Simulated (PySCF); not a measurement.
## Correlation energy of Co (cobalt, neutral)

[Ar] 3d6 4s2 5s1, high-spin 6D determinant (an excited configuration). All numbers are calculated (PySCF 2.14, the spin-free X2C one-electron Hamiltonian (Gaussian nucleus), in x2c-TZVPPall with one added diffuse shell each of s, p, d, f type (7s6p5d3f1g, 80 functions)). Frozen: [Ne]; 17 electrons correlated.

```tsv
level	correlation energy (mhartree)
CCSD	-512.53
(T)	-12.31
CCSD(T)	-524.84
```

Diagnostics: T1 = 0.015, D1 = 0.0646, largest double amplitude 0.084.

The outer electron is Rydberg-like, and this basis confines it to a smaller radius and binds it less than a complete one would.

Cost of the coupled-cluster step: about 110 core-seconds, for 17 correlated electrons.

This basis was not built for core-valence correlation, so the inner-shell part is incomplete.
